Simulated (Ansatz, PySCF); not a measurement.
C5H4F2O, SMILES O=C1C=CCC1(F)F. Atoms are numbered in the order given.

```xyz
12

O     -1.0589     1.6616     0.7264
C     -0.1789     0.9385     0.3457
C      1.2618     1.2060     0.2132
C      1.8909     0.1141    -0.2536
C      0.9815    -1.0520    -0.5074
C     -0.3965    -0.5309    -0.1177
F     -1.2603    -0.5553    -1.1531
F     -0.9443    -1.2453     0.8866
H      1.7157     2.1642     0.4672
H      2.9661     0.0523    -0.4409
H      0.9946    -1.3653    -1.5632
H      1.2524    -1.9287     0.1018
```

Geometry optimised at PBE0-D3(BJ)/def2-SVP. This is a generated structure with no PubChem entry under its InChIKey; it may be hypothetical. The values are those of a single conformer.

Two levels are set side by side: PBE-D3(BJ)/def2-SVP (Ansatz, a first-principles code) and PBE0-D3(BJ)/def2-SVP (Ansatz). Each level has its own optimised geometry; the coordinates shown are those of the second. Frequencies come from the Hessian of PySCF at each geometry. Differences are taken from unrounded values.

| quantity | PBE0-D3(BJ) |
|---|---|
| mean bond length (Å) | 1.307 |
| bond O1–C2 (Å) | 1.201 |
| bond C2–C3 (Å) | 1.471 |
| bond C2–C6 (Å) | 1.556 |
| bond C3–C4 (Å) | 1.344 |
| bond C4–C5 (Å) | 1.500 |
| bond C5–C6 (Å) | 1.524 |
| bond C6–F7 (Å) | 1.349 |
| bond C6–F8 (Å) | 1.349 |
| bond C3–H9 (Å) | 1.090 |
| bond C4–H10 (Å) | 1.093 |
| bond C5–H11 (Å) | 1.101 |
| bond C5–H12 (Å) | 1.101 |
| highest harmonic wavenumber (cm⁻¹) | 3261 |
| mean harmonic wavenumber (cm⁻¹) | 1213 |
| zero-point energy (kcal/mol) | 52.00 |

Problem. What does PBE-D3(BJ) give, and how far is it from PBE0-D3(BJ)? (Estimate from the structure and the level; the computed values follow.)

Solution. 
| quantity | PBE-D3(BJ) | PBE-D3(BJ) minus PBE0-D3(BJ) |
|---|---|---|
| mean bond length (Å) | 1.318 | 0.011 |
| bond O1–C2 (Å) | 1.215 | 0.015 |
| bond C2–C3 (Å) | 1.478 | 0.006 |
| bond C2–C6 (Å) | 1.572 | 0.016 |
| bond C3–C4 (Å) | 1.356 | 0.012 |
| bond C4–C5 (Å) | 1.507 | 0.007 |
| bond C5–C6 (Å) | 1.535 | 0.011 |
| bond C6–F7 (Å) | 1.366 | 0.017 |
| bond C6–F8 (Å) | 1.366 | 0.017 |
| bond C3–H9 (Å) | 1.098 | 0.008 |
| bond C4–H10 (Å) | 1.101 | 0.008 |
| bond C5–H11 (Å) | 1.110 | 0.009 |
| bond C5–H12 (Å) | 1.110 | 0.009 |
| highest harmonic wavenumber (cm⁻¹) | 3166 | -95 |
| mean harmonic wavenumber (cm⁻¹) | 1163 | -49 |
| zero-point energy (kcal/mol) | 49.90 | -2.11 |

Exact exchange shortens and stiffens bonds; PBE has none. Differences between two approximate levels are no errors against the true value.
